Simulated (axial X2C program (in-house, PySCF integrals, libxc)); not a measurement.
**What spin–orbit coupling does to DyBr**

All values were computed with an in-house all-electron X2C program for linear molecules (integrals from PySCF). Spin-free means the one-electron spin-free X2C Hamiltonian; two-component (2c) means X2C with spin–orbit coupling and atomic mean-field two-electron Coulomb and Gaunt terms, so the difference of the two also holds small scalar two-electron terms. Basis: Dy dyall-cv3z [13s13p10d7f3g], Br dyall-cv3z [8s9p6d4f1g] (cores contracted in-house); Gaussian nuclei, density fitting, unrestricted open shells. Masses: Dy 163.929 u, Br 78.918 u.

Spin-free state: M_S = 5/2, Λ = 5 (beyond evenly filled blocks: σα, π+α, π-α, δ+α, δ+β, δ-α, φ+α, φ+β, φ-α); fragments Dy + Br.

| level | Re (Å) | ωe (cm⁻¹) | De (eV) | μ (D) |
| --- | --- | --- | --- | --- |
| PBE0 | 2.655 | 192.1 | 3.765 | -4.57 |
| HF | 2.786 | 183.9 | 3.233 | -5.11 |
| MP2 | 2.668 | 201.6 | 3.650 | n/a |
| M06 | 2.574 | 226.7 | 3.752 | -3.31 |
| PW91 | 2.627 | 202.7 | 3.715 | -4.06 |
| B97-3 | 2.663 | 194.3 | 3.577 | -4.44 |

Correlated methods: 27 electrons correlated (number of frozen shells: Dy 4 s, 3 p, 2 d; Br 3 s, 2 p, 1 d), 319 virtual spin orbitals or spinors in MP2.

Dipoles are positive if Br is the positive end.

Two-component determinant lowest at the distance of the search:

Ω = 15/2 (⟨Sz⟩ = 2.44, ⟨Lz⟩ = 5.06 at HF); fragments Dy + Br.

```
level  Re (Å)  ωe (cm⁻¹)  De (eV)  μ (D)
 PBE0   2.655      192.1      n/a  -4.55
   HF   2.787      183.9    3.053  -5.09
  MP2   2.669      201.6    3.480    n/a
  M06   2.576      226.2    3.275  -3.30
 PW91   2.627      202.7      n/a  -4.04
B97-3   2.663      194.3      n/a  -4.42
```

**Question.** From the two tables, how do the constants change at the MP2 level (2c against spin-free)?

**Answer.** At the MP2 level Re rises by 0.001 Å and ωe stays the same within 0.2 cm⁻¹; De changes by -0.170 eV.

One determinant describes the state; a PBE0 search over occupations chose it and may have missed a lower one. Dissociation energies refer to the lowest single-determinant-based atoms at the same level and basis. De is not given where an atomic determinant may have missed its ground term or J level, or where the truncated virtual space spoils (T). Density functionals use the spin component along the axis (collinear). PBE0 can misorder states that lie within some tenths of an eV, so this need not be the ground state of the molecule. The nearest other spin-free determinant of the search, M_S = 5/2, Λ = 3, lies 0.008 eV up at the distance of the search. Without a current term, density functionals place determinants with orbital angular momentum somewhat too high. With several unpaired electrons one determinant need not be a pure state. At some level and bond length an empty orbital lies below a filled one.
